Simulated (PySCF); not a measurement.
Bonds (- single, = double, # triple, : aromatic): F1-C2, C2-F3, C2-O4, O4-C5, C5-Si6, C5-C7, C7-F8, C7-Si9. C2 carries H10; C5 carries H11; Si6 carries H12, H13, H14; C7 carries H15; Si9 carries H16, H17, H18. Stereochemistry as in FC(F)O[C@@H]([SiH3])[C@@H](F)[SiH3].

All values are calculated (PySCF 2.14.0 with density-fitted response routines): σ from GIAO-PBE0/pcSseg-1, coordinates at the GFN2-xTB level. Rapidly exchanging positions averaged, isolated molecule, relativity neglected, one computed conformer.

Shifts are taken against calculated references (same method and geometry level): ¹³C and ¹H and ²⁹Si vs TMS; CFCl3 for ¹⁹F; H2O for ¹⁷O.

| atoms | nucleus | count | Hirshfeld charge | δ (ppm) |
| --- | --- | --- | --- | --- |
| O4 | ¹⁷O | 1 | -0.13 | ? |
| F8 | ¹⁹F | 1 | -0.11 | -223.0 |
| H10 | ¹H | 1 | 0.04 | 6.84 |
| C2 | ¹³C | 1 | 0.20 | ? |
| F3 | ¹⁹F | 1 | -0.13 | -100.8 |
| C7 | ¹³C | 1 | -0.03 | 96.1 |
| H12/H13/H14 | ¹H | 3 | -0.07 | 3.94 |
| H15 | ¹H | 1 | 0.04 | 5.54 |
| H11 | ¹H | 1 | 0.04 | 4.47 |
| F1 | ¹⁹F | 1 | -0.11 | -99.1 |
| C5 | ¹³C | 1 | -0.05 | ? |
| Si9 | ²⁹Si | 1 | 0.32 | -73.3 |
| Si6 | ²⁹Si | 1 | 0.32 | ? |
| H16/H17/H18 | ¹H | 3 | -0.07 | 3.94 |

Complete the table.

Answers


- C2: 126.5 ppm, sp3 CH bonded to 2 F and O; 3 electronegative neighbours deshield it
- C5: 72.5 ppm, sp3 CH bonded to O and Si; the inductive effect lowers its shielding
- O4: 131.1 ppm, ether oxygen
- Si6: -72.2 ppm, silicon bonded to C, 3 H

Shifts are as computed. Against solution values, carbons near 30 ppm lie about +3 ppm off and those near 130 ppm about +5 ppm. Of 1309 compounds with measured shifts, 239 miss one by over three times the rms of a fit or turn the order of signals round; such compounds aren't used in these exercises. Unscaled 19F shifts against computed CFCl3 carry errors that often reach 10 to 50 ppm. Experimental scales use liquid or dissolved standards, which lie at an offset from isolated H2O (liquid H2O: subtract about 36 ppm).
